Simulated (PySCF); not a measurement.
W(NH)2(F)(OSiH3) (FH5N2OSiW), SMILES [NH]=[W](=[NH])([F])[O][SiH3], multiplicity 1.

Geometry: PBE0-D3(BJ)/def2-SVP. The spin state was assumed, not searched. The def2 effective core potentials stand for the cores of W; spin–orbit coupling is left out. One conformer was computed; it need not be the lowest.

All values below come from PBE0-D3(BJ)/def2-SVP in PySCF.

Frequencies are harmonic and unscaled.

Task: List the normal modes with their intensities. (An estimate is asked for; the answer gives what the named calculation found.)

Result: 
| mode | ν (cm⁻¹) | IR (km/mol) | moving atoms (share of kinetic energy) |
|---|---|---|---|
| 1 | 26 | 0.4 | N 25 %, O 25 %, H 22 %, Si 17 %, F 8 % |
| 2 | 56 | 0.2 | H 89 % |
| 3 | 60 | 0.5 | Si 25 %, F 25 %, O 16 %, N 16 %, H 14 % |
| 4 | 177 | 2.9 | F 49 %, O 23 %, Si 14 % |
| 5 | 234 | 4.0 | F 43 %, N 26 %, W 14 %, O 12 % |
| 6 | 260 | 3.0 | N 38 %, H 22 %, O 21 %, W 12 % |
| 7 | 277 | 0.3 | N 45 %, O 38 %, H 10 % |
| 8 | 310 | 4.3 | N 65 %, H 28 % |
| 9 | 423 | 302.9 | H 85 %, N 15 % |
| 10 | 445 | 9.4 | Si 44 %, O 26 %, W 16 %, H 12 % |
| 11 | 610 | 2.7 | H 88 %, N 12 % |
| 12 | 611 | 168.4 | H 69 %, N 22 % |
| 13 | 684 | 171.1 | F 79 %, W 11 % |
| 14 | 717 | 52.1 | H 84 %, Si 8 % |
| 15 | 725 | 29.0 | H 81 %, Si 8 % |
| 16 | 735 | 117.4 | H 68 %, N 25 % |
| 17 | 946 | 64.0 | H 96 % |
| 18 | 951 | 66.6 | H 95 % |
| 19 | 952 | 895.5 | H 59 %, Si 20 %, O 16 % |
| 20 | 1011 | 166.8 | N 81 %, W 10 %, H 9 % |
| 21 | 1028 | 172.3 | O 46 %, H 33 %, N 16 % |
| 22 | 1066 | 85.8 | N 66 %, O 21 % |
| 23 | 2244 | 79.2 | H 98 % |
| 24 | 2247 | 119.9 | H 96 % |
| 25 | 2260 | 125.0 | H 96 % |
| 26 | 3674 | 155.2 | H 93 % |
| 27 | 3677 | 188.8 | H 92 % |
